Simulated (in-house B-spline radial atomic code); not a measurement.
Inner-shell binding energies (edges) and X-ray emission energies of free atoms and ions, as differences of relaxed hole-state energies with first-order Breit, QED and recoil terms, without correlation or multiplet splittings, in NIST's listed ground configurations. For neutral atoms such line energies lie within some 1 to 5 eV of tabulated X-ray lines (up to 20 eV for the heaviest). K = 1s, L1 = 2s. A dash marks a subshell that is part filled or wasn't run, or a line left out. Computed with an all-electron radial atomic-structure program (B-spline basis): Dirac-Hartree-Fock, average of the configuration, finite nuclei.

```csv
ion,configuration,K edge (eV),L1 edge (eV)
B,[He] 2s2 2p1,200.81,12.582
C+,[He] 2s2 2p1,315.72,30.663
N2+,[He] 2s2 2p1,458.1,55.725
O3+,[He] 2s2 2p1,627.87,87.687
F4+,[He] 2s2 2p1,825,126.52
Ne5+,[He] 2s2 2p1,1049.5,172.22
Mg7+,[He] 2s2 2p1,1580.67,284.22
```
